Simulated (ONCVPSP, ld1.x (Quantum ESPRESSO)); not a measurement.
# Potentials for Bi compared

Generated with ld1.x 7.5 (TM, RRKJ, ultrasoft, PAW), atompaw 4.2 or ONCVPSP 4.0.1. The cutoff is in Ry: for ld1.x and atompaw files where the sum of valence levels is converged to 10 mRy in a Bessel basis, for ONCV files where the hardest occupied wave has 1 mHa per electron of residual kinetic energy. The error is the largest all-electron minus pseudo excitation energy over each file’s own four to seven test configurations (ionisations up to +4, promotions, holes and added fractions of an electron), all of which were solved. The labels leave out finer settings (local radius, basis sizes, second energies), which also bear on the numbers. Spin-polarised tests are not counted. The rows are a selection from randomly drawn settings: files with unsolved tests, undetermined cutoffs or missed reference levels are left out.

A true bound ghost makes a file unfit for plane-wave use even where its test errors are small: the radial tests pick states by their node count and pass the ghost by.

```tsv
potential	cutoff (Ry)	largest error (meV)	bound ghosts
ONCV, PBE, scalar-relativistic, rc 2.05/2.10/1.90/0.50 (spdf), local smoothed, core correction yes, reference 4f14 5d10 6s2 6p3, qcut 3.2/4.7/7.5/35.1, projectors 2/3/2/2	1084	-57	s, p, d
TM, PBE, scalar-relativistic, rc 1.65/2.30 (sp), local p, core correction no, reference 6s2 6p3	30	+80	none
TM, LDA (PZ), scalar-relativistic, rc 1.90/2.25/1.85 (spd), local s, core correction no, reference 6s2 6p3	25	+454	d
TM semilocal, PBE, scalar-relativistic, rc 1.90/2.40/1.95 (spd), local s, core correction yes, reference 6s1 6p4	21	-582	none
ONCV, PW91, scalar-relativistic, rc 1.95/2.40/1.85/0.85 (spdf), local smoothed, core correction yes, reference 4f14 5d10 6s2 6p2.5, qcut 2.8/2.7/9.5/16.2, projectors 1/3/2/2	922	-167	s, p
TM, LDA (PZ), scalar-relativistic, rc 1.85/2.55/1.75 (spd), local s, core correction yes, reference 5d10 6s2 6p2.5	55	-203	none
```

Problem. Fill in the row for Bi: ONCV, revPBE, scalar-relativistic, rc 1.55/1.30/1.40 (spd), local smoothed, core correction yes, reference 5s2 5p6 5d10 6s2 6p3, qcut 9.8/8.8/10.7, projectors 2/2/3.

Solution. cutoff 68 Ry, largest error -55 meV, bound ghosts: s.
